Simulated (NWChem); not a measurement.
System: BHCl, doublet; SMILES Cl[BH]

Excerpt of the output:

```
             Northwest Computational Chemistry Package (NWChem) 7.3.0
             --------------------------------------------------------

                             Geometry "geometry" -> ""
                             -------------------------

 Output coordinates in angstroms (scale by  1.889725989 to convert to a.u.)

  No.       Tag          Charge          X              Y              Z
 ---- ---------------- ---------- -------------- -------------- --------------
    1 B                    5.0000     0.13280800     1.20298900     0.00000000
    2 Cl                  17.0000     0.02295900    -0.51222100     0.00000000
    3 H                    1.0000    -0.83178500     1.92854600     0.00000000

 Effective nuclear repulsion energy (a.u.)      31.8413141137

                              NWChem Property Module
                              ----------------------

  itol2e modified to match energy
  convergence criterion.

                                 NWChem DFT Module
                                 -----------------

 Summary of "ao basis" -> "ao basis" (spherical)
 ------------------------------------------------------------------------------
       Tag                 Description            Shells   Functions and Types
 ---------------- ------------------------------  ------  ---------------------
 B                          iglo-ii                 10       22   5s4p1d
 Cl                         iglo-ii                 15       35   7s6p2d
 H                          iglo-ii                  4        6   3s1p

  itol2e modified to match energy
  convergence criterion.

            General Information
            -------------------
          SCF calculation type: DFT
          Wavefunction type:  spin polarized.
          No. of atoms     :     3
          No. of electrons :    23
           Alpha electrons :    12
            Beta electrons :    11
          Charge           :     0
          Spin multiplicity:     2
          Use of symmetry is: off; symmetry adaption is: off
          Maximum number of iterations: 150
          AO basis - number of functions:    63
                     number of shells:    29
          Convergence on energy requested:  1.00D-07
          Convergence on density requested:  1.00D-05
          Convergence on gradient requested:  5.00D-04

              XC Information
              --------------
                         B3LYP Method XC Potential
                     Hartree-Fock (Exact) Exchange  0.200
                        Slater Exchange Functional  0.800 local
                    Becke 1988 Exchange Functional  0.720 non-local
              Lee-Yang-Parr Correlation Functional  0.810
                  VWN I RPA Correlation Functional  0.190 local

             Grid Information
             ----------------
          Grid used for XC integration:  fine
          Radial quadrature: Mura-Knowles
          Angular quadrature: Lebedev.
          Tag              B.-S. Rad. Rad. Pts. Rad. Cut. Ang. Pts.
          ---              ---------- --------- --------- ---------
          B                   0.85       70           7.0       590
          Cl                  1.00      123           9.0       770
          H                   0.35       60           8.0       590
          Grid pruning is: on
          Number of quadrature shells:   253
          Spatial weights used:  Erf1

      Superposition of Atomic Density Guess
      -------------------------------------

 Sum of atomic energies:        -484.46712989

      Non-variational initial energy
      ------------------------------

 Total energy =    -484.853634
 1-e energy   =    -730.897165
 2-e energy   =     214.202217
 HOMO         =      -0.091011
 LUMO         =       0.003776

   convergence    iter        energy       DeltaE   RMS-Dens  Diis-err
 ---------------- ----- ----------------- --------- --------- ---------
 d= 0,ls=0.0,diis     1   -485.5426543513 -5.17D+02  7.55D-03  4.02D-01
                                                     3.76D-03  3.89D-01
 d= 0,ls=0.0,diis     2   -485.5532558150 -1.06D-02  4.79D-03  5.82D-02
                                                     4.27D-03  5.84D-02
 d= 0,ls=0.0,diis     3   -485.5552010563 -1.95D-03  2.59D-03  6.34D-02
                                                     2.06D-03  5.70D-02
 d= 0,ls=0.0,diis     4   -485.5902157881 -3.50D-02  4.02D-04  3.97D-04
                                                     1.77D-04  2.82D-04
 d= 0,ls=0.0,diis     5   -485.5903780773 -1.62D-04  9.18D-05  1.72D-05
                                                     7.80D-05  2.08D-05
  Resetting Diis
 d= 0,ls=0.0,diis     6   -485.5903922503 -1.42D-05  2.72D-05  1.91D-06
                                                     2.40D-05  2.58D-06
 d= 0,ls=0.0,diis     7   -485.5903942004 -1.95D-06  1.47D-05  3.20D-07
                                                     8.33D-06  1.49D-07
 d= 0,ls=0.0,diis     8   -485.5903944059 -2.06D-07  4.61D-06  1.21D-07
                                                     4.89D-06  1.81D-07
 d= 0,ls=0.0,diis     9   -485.5903944792 -7.32D-08  3.81D-06  2.79D-08
                                                     2.07D-06  1.28D-08

         Total DFT energy =     -485.590394479191
      One electron energy =     -731.728088345214
           Coulomb energy =      246.945666969054
    Exchange-Corr. energy =      -32.649287216700
 Nuclear repulsion energy =       31.841314113670

 Numeric. integr. density =       23.000000097431

                    DFT Final Alpha Molecular Orbital Analysis
                    ------------------------------------------

 Vector   10  Occ=1.000000D+00  E=-3.716442D-01
              MO Center=  3.5D-02, -3.1D-01,  5.6D-08, r^2= 1.3D+00
   Bfn.  Coefficient  Atom+Function         Bfn.  Coefficient  Atom+Function
  ----- ------------  ---------------      ----- ------------  ---------------
    47      0.512498  2 Cl pz                44      0.508412  2 Cl pz
    38     -0.152423  2 Cl pz                14      0.107676  1 B  pz
    11      0.086479  1 B  pz                35     -0.081358  2 Cl pz
    17      0.056040  1 B  pz                49      0.037339  2 Cl d -1
     8      0.027929  1 B  pz                32     -0.026358  2 Cl pz

 Vector   11  Occ=1.000000D+00  E=-3.657447D-01
              MO Center=  1.1D-01, -3.1D-02, -3.5D-08, r^2= 1.9D+00
   Bfn.  Coefficient  Atom+Function         Bfn.  Coefficient  Atom+Function
  ----- ------------  ---------------      ----- ------------  ---------------
    42      0.451514  2 Cl px                45      0.444726  2 Cl px
    43     -0.178220  2 Cl py                46     -0.167263  2 Cl py
     4      0.139080  1 B  s                 36     -0.134405  2 Cl px
     5      0.111709  1 B  s                 13      0.096338  1 B  py
    10      0.094715  1 B  py                12      0.092566  1 B  px

 Vector   12  Occ=1.000000D+00  E=-2.140707D-01
              MO Center=  3.9D-01,  1.1D+00,  1.4D-08, r^2= 2.1D+00
   Bfn.  Coefficient  Atom+Function         Bfn.  Coefficient  Atom+Function
  ----- ------------  ---------------      ----- ------------  ---------------
     5      0.533837  1 B  s                 12      0.367791  1 B  px
    45     -0.317891  2 Cl px                42     -0.240292  2 Cl px
     9      0.233999  1 B  px                 4      0.232268  1 B  s
    60     -0.206285  3 H  s                 59     -0.146240  3 H  s
    46     -0.135394  2 Cl py                15      0.128934  1 B  px

 Vector   13  Occ=0.000000D+00  E=-7.942713D-02
              MO Center=  1.1D-01,  1.0D+00, -1.0D-08, r^2= 2.4D+00
   Bfn.  Coefficient  Atom+Function         Bfn.  Coefficient  Atom+Function
  ----- ------------  ---------------      ----- ------------  ---------------
    14      0.477161  1 B  pz                17      0.398575  1 B  pz
    47     -0.352996  2 Cl pz                11      0.257559  1 B  pz
    44     -0.211686  2 Cl pz                 8      0.092214  1 B  pz
    49      0.082329  2 Cl d -1              38      0.067099  2 Cl pz
    35      0.034206  2 Cl pz                54      0.032085  2 Cl d -1

 Vector   14  Occ=0.000000D+00  E= 7.327906D-02
              MO Center=  3.7D-02,  1.1D+00, -8.2D-10, r^2= 5.2D+00
   Bfn.  Coefficient  Atom+Function         Bfn.  Coefficient  Atom+Function
  ----- ------------  ---------------      ----- ------------  ---------------
    16      1.129094  1 B  py                29      1.067049  2 Cl s
     5     -0.936423  1 B  s                 46      0.586603  2 Cl py
     4     -0.214518  1 B  s                 13      0.203096  1 B  py
    28      0.176916  2 Cl s                 60      0.152517  3 H  s
    43      0.151700  2 Cl py                27     -0.125093  2 Cl s

 Vector   15  Occ=0.000000D+00  E= 1.096713D-01
              MO Center= -3.8D-01,  1.3D+00,  1.1D-09, r^2= 4.9D+00
   Bfn.  Coefficient  Atom+Function         Bfn.  Coefficient  Atom+Function
  ----- ------------  ---------------      ----- ------------  ---------------
    60      2.873336  3 H  s                  5     -1.645324  1 B  s
    16     -1.122382  1 B  py                15      0.944151  1 B  px
     4     -0.373448  1 B  s                 12      0.373799  1 B  px
    29     -0.288730  2 Cl s                 45     -0.216907  2 Cl px
    59     -0.148705  3 H  s                 46      0.127340  2 Cl py

                     DFT Final Beta Molecular Orbital Analysis
                     -----------------------------------------

 Vector    9  Occ=1.000000D+00  E=-4.102241D-01
              MO Center= -2.8D-01,  7.9D-01, -1.7D-08, r^2= 2.2D+00
   Bfn.  Coefficient  Atom+Function         Bfn.  Coefficient  Atom+Function
  ----- ------------  ---------------      ----- ------------  ---------------
    43      0.295632  2 Cl py                46      0.266915  2 Cl py
    59     -0.224449  3 H  s                 42      0.187652  2 Cl px
    45      0.174788  2 Cl px                10     -0.162395  1 B  py
    58     -0.149267  3 H  s                 13     -0.140866  1 B  py
    60     -0.112332  3 H  s                  5     -0.111248  1 B  s

 Vector   10  Occ=1.000000D+00  E=-3.699874D-01
              MO Center=  3.2D-02, -3.3D-01,  3.5D-08, r^2= 1.3D+00
   Bfn.  Coefficient  Atom+Function         Bfn.  Coefficient  Atom+Function
  ----- ------------  ---------------      ----- ------------  ---------------
    47      0.519964  2 Cl pz                44      0.511539  2 Cl pz
    38     -0.153634  2 Cl pz                14      0.092953  1 B  pz
    35     -0.081945  2 Cl pz                11      0.079023  1 B  pz
    17      0.054349  1 B  pz                49      0.038256  2 Cl d -1
    32     -0.026556  2 Cl pz                 8      0.026007  1 B  pz

 Vector   11  Occ=1.000000D+00  E=-3.490712D-01
              MO Center=  3.5D-02, -1.4D-01, -1.2D-08, r^2= 1.8D+00
   Bfn.  Coefficient  Atom+Function         Bfn.  Coefficient  Atom+Function
  ----- ------------  ---------------      ----- ------------  ---------------
    45      0.495263  2 Cl px                42      0.481833  2 Cl px
    36     -0.144706  2 Cl px                43     -0.135164  2 Cl py
    46     -0.125675  2 Cl py                60      0.119181  3 H  s
     4      0.113474  1 B  s                 59      0.107812  3 H  s
    33     -0.077036  2 Cl px                10      0.069483  1 B  py

[...]

          ----------------------
          Hyperfine Interactions
          ----------------------

 Total Spin Density (Fermi Contact Term)
 ------------------ --------------------
     Atom            x         y         z       Density (a.u.)      Aiso(MHz)     Aiso(Gauss)
     1  11-B      0.25097   2.27332   0.00000       0.362511        519.973440     185.539140
     2  35-Cl     0.04339  -0.96796   0.00000       0.062388         27.354742       9.760836
     3   1-H     -1.57185   3.64442   0.00000       0.027531        123.059538      43.910629

           -------------------------------------------
           Anisotropic Interaction (Spin-Dipolar Term)
           -------------------------------------------

 ------------------------------------------------------------
     Atom            x         y         z
 ------------------------------------------------------------
     1  11-B      0.25097   2.27332   0.00000

   Spin-Dipolar term (a.u.)
        xx             yy             zz             xy             xz             yz
 ------------------------------------------------------------------------------------------
       0.375091      -0.160243      -0.214848       0.200676       0.000000       0.000000

   Principal Comp. of -hf- tensor (au)            Anisotropic -hfcc- (MHz)               Anisotropic -hfcc- (Gauss)
 --------------------------------------------------------------------------------------------------------------------------
      0.441963    -0.227115    -0.214848      75.670645   -38.885487   -36.785158      27.001122   -13.875285   -13.125837

   Orientation of the principal axis of Hyperfine Tensor w.r.t absolute (molecular) frame
 --------------------------------------------------------------------------------------------------------------------------
      0.948712    -0.316143    -0.000000
      0.316143     0.948712    -0.000000
      0.000000    -0.000000     1.000000

 ------------------------------------------------------------
     Atom            x         y         z
 ------------------------------------------------------------
     2  35-Cl     0.04339  -0.96796   0.00000

   Spin-Dipolar term (a.u.)
        xx             yy             zz             xy             xz             yz
 ------------------------------------------------------------------------------------------
       0.608056      -0.144319      -0.463737       0.507333       0.000000       0.000000

   Principal Comp. of -hf- tensor (au)            Anisotropic -hfcc- (MHz)               Anisotropic -hfcc- (Gauss)
 --------------------------------------------------------------------------------------------------------------------------
      0.863457    -0.399720    -0.463737      45.191285   -20.920392   -24.270893      16.125347    -7.464904    -8.660444

   Orientation of the principal axis of Hyperfine Tensor w.r.t absolute (molecular) frame
 --------------------------------------------------------------------------------------------------------------------------
      0.893203    -0.449655    -0.000000
      0.449655     0.893203    -0.000000
      0.000000     0.000000     1.000000

 ------------------------------------------------------------
     Atom            x         y         z
 ------------------------------------------------------------
     3   1-H     -1.57185   3.64442   0.00000

   Spin-Dipolar term (a.u.)
        xx             yy             zz             xy             xz             yz
 ------------------------------------------------------------------------------------------
       0.023019       0.006536      -0.029555      -0.022859       0.000000       0.000000

   Principal Comp. of -hf- tensor (au)            Anisotropic -hfcc- (MHz)               Anisotropic -hfcc- (Gauss)
 --------------------------------------------------------------------------------------------------------------------------
      0.039077    -0.009522    -0.029555      20.849423    -5.080457   -15.768966       7.439580    -1.812830    -5.626750

   Orientation of the principal axis of Hyperfine Tensor w.r.t absolute (molecular) frame
 --------------------------------------------------------------------------------------------------------------------------
      0.818283     0.574815    -0.000000
     -0.574815     0.818283    -0.000000
      0.000000     0.000000     1.000000
```

Level: B3LYP/IGLO-II, spin-unrestricted, contact and dipolar terms. In the optimisation the excess spin sits in a' (Cs, its own frame). The geometry was optimised at PBE0/def2-SVP, spin-unrestricted. No stability test was run on the SCF state.

Question: Write an input that gives this output.

Answer: Several could match; the one computed here: the input that was run:
```
start job
memory heap 200 mb stack 900 mb global 1100 mb
geometry units angstroms noautosym nocenter noautoz
  B      0.132808     1.202989     0.000000
  Cl     0.022959    -0.512221     0.000000
  H     -0.831785     1.928546     0.000000
end
basis spherical
  * library iglo-ii
end
dft
  odft
  mult 2
  xc b3lyp
  iterations 150
end
property
  hyperfine
end
task dft property
```
